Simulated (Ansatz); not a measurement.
Species: MoH6, charge 1, multiplicity 2. The spin state was set by rule; other spins were not relaxed. 
Coordinates optimised at B3LYP-D3(BJ)/def2-TZVP (Ansatz, a first-principles code):
```
Mo
H 1 1.7504
H 2 0.9097 1 75.77
H 1 1.7648 2 76.29 3 -151.56
H 4 0.8881 1 76.15 2 98.41
H 4 1.6331 5 138.58 1 -1.46
H 6 0.8881 4 138.58 5 0.00
```
Charge +1, spin multiplicity 2.

Parts of the frozen-core correlation energy in STO-3G (Ansatz, hartree). Frozen orbitals: 18; correlated occupied orbitals by spin: 6 and 5; virtual: 9 and 10. Open shells are spin-unrestricted. No spin-orbit coupling. In def2 rows, elements after Kr have scalar-relativistic effective core potentials. STO-3G rows are all-electron and non-relativistic.

```json
[
 {"term": "reference (HF)", "value": "-3938.99009"},
 {"term": "MP2 opposite-spin", "value": "-0.06689"},
 {"term": "MP2 same-spin", "value": "-0.01166"},
 {"term": "CCSD correlation", "value": "-0.11427"},
 {"term": "(T)", "value": "-0.00170"},
 {"term": "T1 diagnostic", "value": "0.022"},
 {"term": "largest doubles amplitude", "value": "0.066"},
 {"term": "<S^2> of the reference", "value": "0.771"}
]
```
